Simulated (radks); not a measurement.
The praseodymium ion Pr27+, 32 electrons, occupied as [Ar] 3d10 4s2 4d2 (not the ground configuration). All-electron calculation, Dirac Kohn-Sham, PBE, spin-unpolarised, spherical densities, point nucleus; open shells fill j = l - 1/2 first. Program: a radial shooting solver on a logarithmic mesh with Libxc functionals.

Unscreened Slater integrals over Kohn-Sham orbitals (hartree). Large and small components are both included. Empty in this configuration: 4d5/2.

integral           value
F0(4d3/2,4d3/2)   1.5629
F2(4d3/2,4d3/2)  0.79817
F0(4d3/2,4s1/2)   1.5831
G2(4d3/2,4s1/2)  0.79089
F0(4d3/2,3d5/2)   2.0062
F2(4d3/2,3d5/2)  0.58233
G2(4d3/2,3d5/2)  0.23373
G4(4d3/2,3d5/2)  0.18399
F0(4d3/2,3d3/2)   2.0123
F2(4d3/2,3d3/2)  0.57828
G0(4d3/2,3d3/2)  0.19137
G2(4d3/2,3d3/2)  0.23752
F0(4d3/2,4d5/2)   1.5561
F2(4d3/2,4d5/2)  0.79503
G2(4d3/2,4d5/2)  0.79314
G4(4d3/2,4d5/2)  0.54107
F0(4s1/2,4s1/2)   1.6084
F0(4s1/2,3d5/2)   2.0224
G2(4s1/2,3d5/2)  0.18832
F0(4s1/2,3d3/2)   2.0276
G2(4s1/2,3d3/2)  0.18665
F0(4s1/2,4d5/2)   1.5761
G2(4s1/2,4d5/2)  0.78908
F0(3d5/2,3d5/2)   3.7239
F2(3d5/2,3d5/2)   1.8913
F4(3d5/2,3d5/2)   1.2151
F0(3d5/2,3d3/2)   3.7518
F2(3d5/2,3d3/2)   1.9008
G2(3d5/2,3d3/2)   1.8817
G4(3d5/2,3d3/2)   1.2087
F0(3d5/2,4d5/2)   1.9921
F2(3d5/2,4d5/2)  0.57651
F4(3d5/2,4d5/2)  0.28850
G0(3d5/2,4d5/2)  0.18834
G2(3d5/2,4d5/2)  0.23591
G4(3d5/2,4d5/2)  0.18506
F0(3d3/2,3d3/2)   3.7805
F2(3d3/2,3d3/2)   1.9113
F0(3d3/2,4d5/2)   1.9980
F2(3d3/2,4d5/2)  0.57254
G2(3d3/2,4d5/2)  0.23392
G4(3d3/2,4d5/2)  0.18284
F0(4d5/2,4d5/2)   1.5494
F2(4d5/2,4d5/2)  0.79215
F4(4d5/2,4d5/2)  0.54035
